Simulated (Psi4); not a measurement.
CHO₂ (SMILES [O]C=O), doublet, geometry from GFN2-xTB; Psi4 1.11 with WB97X/def2-SVP.

Input for Psi4:
```
memory 2 GB

molecule mol {
0 2
O     1.156235   -0.013127    0.009834
C    -0.024571    0.191522    0.000459
O    -1.115481   -0.304529   -0.010595
H    -0.178603    1.392118    0.003334
}

set {
  basis def2-svp
  reference uks
  scf_type pk
  puream true
  d_convergence 1e-8
  dft_radial_points 99
  dft_spherical_points 590
}

energy('wb97x')
print_variables()
```

Q: Write the output that Psi4 gives for this input, abridged.

A: 
```
   => Loading Basis Set <=

    Name: DEF2-SVP
    Role: ORBITAL
    Keyword: BASIS

         ---------------------------------------------------------
                                   SCF
               by Justin Turney, Rob Parrish, Andy Simmonett
                          and Daniel G. A. Smith
                              UKS Reference
         ---------------------------------------------------------

  ==> Geometry <==

    Molecular point group: c1
    Full point group: C1

    Geometry (in Angstrom), charge = 0, multiplicity = 2:

       Center              X                  Y                   Z               Mass
    ------------   -----------------  -----------------  -----------------  -----------------
         O            1.152301368813     0.017532492201     0.009907426969    15.994914619570
         C           -0.028504631187     0.222181492201     0.000532426969    12.000000000000
         O           -1.119414631187    -0.273869507799    -0.010521573031    15.994914619570
         H           -0.182536631187     1.422777492201     0.003407426969     1.007825032230

  Running in c1 symmetry.

  Rotational constants: A =      5.25158  B =      0.40180  C =      0.37325 [cm^-1]
  Rotational constants: A = 157438.36521  B =  12045.77719  C =  11189.64548 [MHz]
  Nuclear repulsion =   64.167098739495174

  Charge       = 0
  Multiplicity = 2
  Electrons    = 23
  Nalpha       = 12
  Nbeta        = 11

  ==> Algorithm <==

  SCF Algorithm Type is PK.
  DIIS enabled.
  MOM disabled.
  Fractional occupation disabled.
  Guess Type is SAD.
  Energy threshold   = 1.00e-06
  Density threshold  = 1.00e-08
  Integral threshold = 1.00e-12

  ==> Primary Basis <==

  Basis Set: DEF2-SVP
    Blend: DEF2-SVP
    Number of shells: 21
    Number of basis functions: 47
    Number of Cartesian functions: 50
    Spherical Harmonics?: true
    Max angular momentum: 2

  ==> DFT Potential <==

   => LibXC <=

    Version 7.1.2
    S. Lehtola, C. Steigemann, M. J. T. Oliveira, and M. A. L. Marques,  SoftwareX 7, 1–5 (2018) (10.1016/j.softx.2017.11.002)

   => Composite Functional: WB97X <=

    wB97X Hyb-GGA Exchange-Correlation Functional

    J.-D. Chai and M. Head-Gordon,  J. Chem. Phys. 128, 084106 (2008) (10.1063/1.2834918)

    Deriv               =              1
    GGA                 =           TRUE
    Meta                =          FALSE

    Exchange Hybrid     =           TRUE
    MP2 Hybrid          =          FALSE

   => Exchange-Correlation Functionals <=

    1.0000   wB97X range-separated functional

   => Exact (HF) Exchange <=

    0.8423            HF,LR [omega = 0.3000]
    0.1577               HF

   => LibXC Density Thresholds  <==

    XC_HYB_GGA_XC_WB97X:  1.00E-14

   => Molecular Quadrature <=

    Radial Scheme          =       TREUTLER
    Pruning Scheme         =           NONE
    Nuclear Scheme         =       TREUTLER

    Blocking Scheme        =         OCTREE
    BS radius alpha        =              1
    Pruning alpha          =              1
    Radial Points          =             99
    Spherical Points       =            590
    Total Points           =         223133
    Total Blocks           =           1723
    Max Points             =            256
    Max Functions          =             47
    Weights Tolerance      =       1.00E-15

  ==> Integral Setup <==

  Using in-core PK algorithm.
   Calculation information:
      Number of atoms:                   4
      Number of AO shells:              21
      Number of primitives:             41
      Number of atomic orbitals:        50
      Number of basis functions:        47

      Integral cutoff                 1.00e-12
      Number of threads:                 1

  Performing in-core PK
  Using 1910268 doubles for integral storage.
  We computed 26531 shell quartets total.
  Whereas there are 26796 unique shell quartets.

  Computing range-separated integrals for PK
  We computed 26531 wK shell quartets total.
[...]

   -------------------------
    Irrep   Nso     Nmo
   -------------------------
     A         47      47
   -------------------------
    Total      47      47
   -------------------------

  ==> Iterations <==

                        Total Energy        Delta E     RMS |[F,P]|

   @UKS iter SAD:  -188.36904156327302   -1.88369e+02   0.00000e+00
   @UKS iter   1:  -188.76363675602803   -3.94595e-01   1.14052e-02 ADIIS/DIIS
   @UKS iter   2:  -188.75681538491793    6.82137e-03   1.25641e-02 ADIIS/DIIS
   @UKS iter   3:  -188.87789460888294   -1.21079e-01   5.79154e-04 ADIIS/DIIS
   @UKS iter   4:  -188.87841937922965   -5.24770e-04   2.57076e-04 ADIIS/DIIS
   @UKS iter   5:  -188.87854613744619   -1.26758e-04   7.37528e-05 DIIS
   @UKS iter   6:  -188.87856621490747   -2.00775e-05   2.29991e-05 DIIS
   @UKS iter   7:  -188.87856891444494   -2.69954e-06   6.24713e-06 DIIS
   @UKS iter   8:  -188.87856911552683   -2.01082e-07   1.51337e-06 DIIS
   @UKS iter   9:  -188.87856912700582   -1.14790e-08   3.35986e-07 DIIS
   @UKS iter  10:  -188.87856912710799   -1.02176e-10   4.17010e-07 DIIS
   @UKS iter  11:  -188.87856912726704   -1.59048e-10   5.29075e-08 DIIS
   @UKS iter  12:  -188.87856912727446   -7.41807e-12   1.36136e-08 DIIS
   @UKS iter  13:  -188.87856912727534   -8.81073e-13   4.64432e-09 DIIS
  Energy and wave function converged.

  ==> Post-Iterations <==

   Electrons on quadrature grid:
      Nalpha   =   12.0000000814 ; deviation = 8.136e-08
      Nbeta    =   11.0000000965 ; deviation = 9.651e-08
      Ntotal   =   23.0000001779 ; deviation = 1.779e-07

   @Spin Contamination Metric:   6.679104607E-03
   @S^2 Expected:                7.500000000E-01
   @S^2 Observed:                7.566791046E-01
   @S   Expected:                5.000000000E-01
   @S   Observed:                5.000000000E-01

    Orbital Energies [Eh]
    ---------------------

    Alpha Occupied:

[...]
    Alpha Virtual:

[...]
    Beta Occupied:

[...]
    Beta Virtual:

[...]
    Final Occupation by Irrep:
              A
    DOCC [    11 ]
    SOCC [     1 ]
    NA   [    12 ]
    NB   [    11 ]

  @UKS Final Energy:  -188.87856912727534

   => Energetics <=

    Nuclear Repulsion Energy =             64.1670987394951737
    One-Electron Energy =                -384.9620484400712712
    Two-Electron Energy =                 148.2250443830774032
    DFT Exchange-Correlation Energy =     -16.3086638097766183
    Empirical Dispersion Energy =           0.0000000000000000
    VV10 Nonlocal Energy =                  0.0000000000000000
    Total Energy =                       -188.8785691272753411

  UHF NO Occupations:
  HONO-2 :   10  A 1.9986702
  HONO-1 :   11  A 1.9983872
  HONO-0 :   12  A 1.0000000
  LUNO+0 :   13  A 0.0016128
  LUNO+1 :   14  A 0.0013298
  LUNO+2 :   15  A 0.0002029
  LUNO+3 :   16  A 0.0000712

Computation Completed

Properties will be evaluated at   0.000000,   0.000000,   0.000000 [a0]

Properties computed using the SCF density matrix

 Multipole Moments:

 ------------------------------------------------------------------------------------
     Multipole            Electronic (a.u.)      Nuclear  (a.u.)        Total (a.u.)
 ------------------------------------------------------------------------------------

 L = 1.  Multiply by 2.5417464519 to convert [e a0] to [Debye]
 Dipole X            :          0.0872688           -0.1709645           -0.0836957
 Dipole Y            :         -0.6802224            1.3325788            0.6523564
 Dipole Z            :         -0.0016287            0.0031914            0.0015627
 Magnitude           :                                                    0.6577053

 ------------------------------------------------------------------------------------

  Variable Map:
  ----------------------------------------------------------------------------
[...]
  Array Variable Map:
  ----------------------------------------------------------------------------
[...]
[...]
```
